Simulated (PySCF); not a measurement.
## Finite-field polarisability of In- (indium, charge -1)

[Kr] 4d10 5s2 5p2, high-spin 3P determinant. Calculation: PySCF 2.14, in aug-cc-pVQZ-DK3 (9s8p6d3f2g, 102 functions); the spin-free X2C one-electron Hamiltonian (Gaussian nucleus). Frozen: [Kr] 4d10. Energy changes in a uniform field (μhartree):

```
axis   F (au)        HF       MP2      CCSD   CCSD(T)
   x  0.00098   -99.242   -95.882   -99.674  -100.713
   x  0.00196  -397.275  -383.776  -398.987  -403.136
   y   0.0006   -99.396   -88.940   -94.860   -95.198
   y   0.0012  -401.478  -355.909  -380.995  -382.056
   z   0.0006   -99.396   -88.940   -94.860   -95.198
   z   0.0012  -401.478  -355.909  -380.995  -382.056
```

**Question.** Derive α along x at CCSD(T) from the two fields.

**Answer.** With ΔE = −αF²/2 − γF⁴/24, α = −(16 ΔE(F) − ΔE(2F))/(6F²) = 209.7 bohr³.

**Question.** And the mean polarisability at each level?

**Answer.** HF 435.8, MP2 395.9, CCSD 420.0, CCSD(T) 422.1 bohr³.

The polarisability of an anion needs two sets of diffuse s and p functions; this basis lacks them, so these values show the method and not the converged property.
